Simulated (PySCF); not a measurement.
Gas-phase reaction: 6 GeH2 + GeCl4 = 4 GeHCl + Ge3H8

Method: PySCF energies plus ideal-gas RRHO corrections (1 bar). † marks an energy on the PBE0/def2-TZVP geometry and frequencies; other levels use their own. MP2 freezes the core. 6-31G* has spherical d functions here. All species are closed-shell singlets. B3LYP is the form with VWN-RPA correlation. Ge: all electrons, no relativistic terms. GeH2, GeHCl: computed as isolated molecules; such fragments, hydroxides, amides, oligomers or adducts are transient or little studied in the gas. MP2 isn't extrapolated to the basis-set limit; its ΔH°(298 K) is -583.9 kJ in def2-SVP and -632.1 kJ in def2-TZVPP. The harmonic model lacks anharmonicity and excited electronic states, which grow with temperature; levels with a mode under 35 cm⁻¹ are left out. Internal rotation in Ge3H8 is treated as a harmonic vibration of one conformer, which makes the entropy rough.

| level | ΔE electronic, kJ | ΔH°(298 K), kJ | ΔS°(298 K), J/K | ΔG°(1200 K), kJ |
|---|---|---|---|---|
| B3LYP/6-31G* | -618 | -582 | -225 | -320 |
| B3LYP/def2-TZVP† | -618 | -582 | -227 | -317 |
| BLYP/def2-TZVP† | -609 | -574 | -227 | -308 |
| HF/6-31G* | -567 | -529 | -227 | -262 |
| HF/def2-TZVP† | -552 | -516 | -227 | -251 |
| MP2/def2-TZVPP† | -668 | -632 | -227 | -367 |
| PBE/def2-TZVP† | -667 | -631 | -227 | -366 |
| PBE0/def2-SVP† | -659 | -624 | -227 | -358 |
| PBE0/def2-TZVP | -663 | -628 | -227 | -362 |
ΔH° is lowest at MP2/def2-TZVPP† and highest at HF/def2-TZVP†. No reference value is set beside these.
